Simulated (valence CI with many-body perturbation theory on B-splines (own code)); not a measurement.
Zr34+: calculated level list

Method: configuration interaction combined with many-body perturbation theory (CI+MBPT): four valence electrons over a frozen Dirac-Fock core [He], radial functions for each j: 11 s, 11 p, 9 d, 7 f, 5 g, 2 h, 1 i, with the one-electron correlation potential Σ1, the two-electron term Σ2, the three-electron term Σ3, Breit, model QED; selected CI, second order for the rest (own B-spline code, finite nucleus).

No measured spectrum was set against this ion. As an estimate, large intervals hold to a few tenths of a per cent, small ones and those within an open d or f shell to about a per cent. Among the levels kept, up to 260 cm⁻¹ of a level comes from second order outside the variational space, and about a tenth of that is noise between levels of different J, which matters for small intervals.

Levels 46 to 90 of 110, with energies above the lowest level, (2s^2 2p1/2^2) J=0. "Leading %" is the weight of the configuration and term that name the level; weights of strongly mixed levels are sums over their largest components and can fall short. In the jj column 3d3/2^4 stands for four electrons in 3d with j = 3/2.

```
No.  Configuration  Term  J  E (× 10³ cm⁻¹)  Leading %                   Leading jj  Second component
 46        2s²2p3p    ¹S  0           22161         71      2s^2 2p3/2 3p3/2 (95 %)   24 % 2s²2p3p ³P
 47        2s2p²3s    ⁵P  3           22201         60     2s 2p1/2 2p3/2 3s (86 %)   35 % 2s2p²3s ³D
 48        2s²2p3d   ¹D°  2           22297         43      2s^2 2p3/2 3d3/2 (80 %)  32 % 2s²2p3d ³D°
 49        2s2p²3s    ³P  2           22316         51     2s 2p1/2 2p3/2 3s (90 %)   23 % 2s2p²3s ³D
 50        2s²2p3d   ³F°  4           22324         97      2s^2 2p3/2 3d5/2 (97 %)                  
 51        2s²2p3d   ³D°  3           22331         42      2s^2 2p3/2 3d3/2 (75 %)  41 % 2s²2p3d ³F°
 52        2s2p²3d    ⁵F  1           22336         58      2s 2p1/2^2 3d3/2 (88 %)   24 % 2s2p²3d ³D
 53        2s2p²3p   ⁵P°  1           22342         32  2s 2p1/2 2p3/2 3p1/2 (80 %)  25 % 2s2p²3p ⁵D°
 54        2s2p²3d    ⁵F  2           22358         37      2s 2p1/2^2 3d3/2 (74 %)   20 % 2s2p²3d ⁵D
 55        2s²2p3d   ³P°  1           22360         53      2s^2 2p3/2 3d3/2 (77 %)  25 % 2s²2p3d ³D°
 56        2s²2p3d   ³P°  0           22362         97      2s^2 2p3/2 3d3/2 (97 %)                  
 57        2s²2p3d   ³P°  2           22383         43      2s^2 2p3/2 3d5/2 (72 %)  21 % 2s²2p3d ³D°
 58        2s2p²3p   ⁵D°  2           22403         38  2s 2p1/2 2p3/2 3p1/2 (77 %)  17 % 2s2p²3p ³D°
 59        2s2p²3d    ⁵D  3           22446         28      2s 2p1/2^2 3d5/2 (85 %)   21 % 2s2p²3d ⁵F
 60        2s²2p3d   ¹F°  3           22466         59      2s^2 2p3/2 3d5/2 (76 %)  34 % 2s²2p3d ³D°
 61        2s²2p3d   ¹P°  1           22495         69      2s^2 2p3/2 3d5/2 (95 %)  16 % 2s²2p3d ³P°
 62        2s2p²3s    ³D  1           22522         76     2s 2p1/2 2p3/2 3s (94 %)   14 % 2s2p²3s ¹P
 63        2s2p²3p   ⁵D°  3           22531         48  2s 2p1/2 2p3/2 3p1/2 (77 %)  23 % 2s2p²3p ³D°
 64        2s2p²3d    ³F  2           22532         21      2s 2p1/2^2 3d5/2 (42 %)   17 % 2s2p²3s ³D
 65        2s2p²3s    ³D  2           22570         23     2s 2p1/2 2p3/2 3s (54 %)   19 % 2s2p²3s ¹D
 66        2s2p²3p   ⁵P°  3           22576         45  2s 2p1/2 2p3/2 3p3/2 (87 %)  30 % 2s2p²3p ⁵D°
 67        2s2p²3s    ³P  0           22589         90     2s 2p1/2 2p3/2 3s (87 %)    7 % 2s2p²3s ¹S
 68        2s2p²3s    ³P  1           22591         55     2s 2p1/2 2p3/2 3s (86 %)   21 % 2s2p²3s ¹P
 69        2s2p²3p   ⁵P°  1           22609         34  2s 2p1/2 2p3/2 3p3/2 (96 %)  24 % 2s2p²3p ³D°
 70        2s2p²3p   ⁵S°  2           22648         43  2s 2p1/2 2p3/2 3p1/2 (82 %)  27 % 2s2p²3p ³P°
 71        2s2p²3p   ³D°  2           22666         50  2s 2p1/2 2p3/2 3p3/2 (85 %)  26 % 2s2p²3p ⁵P°
 72        2s2p²3p   ³P°  0           22716         74  2s 2p1/2 2p3/2 3p3/2 (93 %)  19 % 2s2p²3p ⁵D°
 73        2s2p²3p   ⁵D°  4           22738         62  2s 2p1/2 2p3/2 3p3/2 (90 %)  37 % 2s2p²3p ³F°
 74        2s2p²3p   ³P°  2           22793         52  2s 2p1/2 2p3/2 3p3/2 (92 %)  20 % 2s2p²3p ¹D°
 75        2s2p²3p   ³D°  1           22823         45  2s 2p1/2 2p3/2 3p3/2 (64 %)  21 % 2s2p²3p ³S°
 76        2s2p²3p   ³F°  2           22829         55  2s 2p1/2 2p3/2 3p1/2 (94 %)  19 % 2s2p²3p ¹D°
 77        2s2p²3p   ³D°  3           22847         43  2s 2p1/2 2p3/2 3p3/2 (87 %)  25 % 2s2p²3p ⁵P°
 78        2s2p²3p   ¹P°  1           22865         36  2s 2p1/2 2p3/2 3p1/2 (67 %)  25 % 2s2p²3p ³D°
 79        2s2p²3p   ³P°  0           22878         65  2s 2p1/2 2p3/2 3p1/2 (85 %)  26 % 2s2p²3p ¹S°
 80        2s2p²3d    ⁵F  2           22900         43  2s 2p1/2 2p3/2 3d3/2 (96 %)   18 % 2s2p²3d ⁵D
 81        2s2p²3d    ⁵D  0           22901         88  2s 2p1/2 2p3/2 3d3/2 (98 %)    9 % 2s2p²3d ³P
 82        2s2p²3d    ⁵D  1           22902         60  2s 2p1/2 2p3/2 3d3/2 (96 %)   18 % 2s2p²3d ⁵F
 83        2s2p²3d    ⁵F  3           22924         60  2s 2p1/2 2p3/2 3d3/2 (68 %)   21 % 2s2p²3d ⁵P
 84        2s2p²3d    ⁵F  4           22932         57  2s 2p1/2 2p3/2 3d5/2 (95 %)   35 % 2s2p²3d ⁵D
 85        2s2p²3s    ³D  3           22956         57         2s 2p3/2^2 3s (84 %)   35 % 2s2p²3s ⁵P
 86        2s2p²3p   ³D°  1           23007         39  2s 2p1/2 2p3/2 3p1/2 (89 %)  14 % 2s2p²3p ¹P°
 87        2s2p²3d    ³P  2           23031         26  2s 2p1/2 2p3/2 3d5/2 (84 %)   23 % 2s2p²3d ³F
 88        2s2p²3s    ³P  2           23059         34         2s 2p3/2^2 3s (82 %)   29 % 2s2p²3s ¹D
 89        2s2p²3d    ³F  4           23060         35  2s 2p1/2 2p3/2 3d3/2 (65 %)   28 % 2s2p²3d ⁵D
 90        2s2p²3d    ³F  3           23067         54  2s 2p1/2 2p3/2 3d5/2 (55 %)   29 % 2s2p²3d ⁵P
```
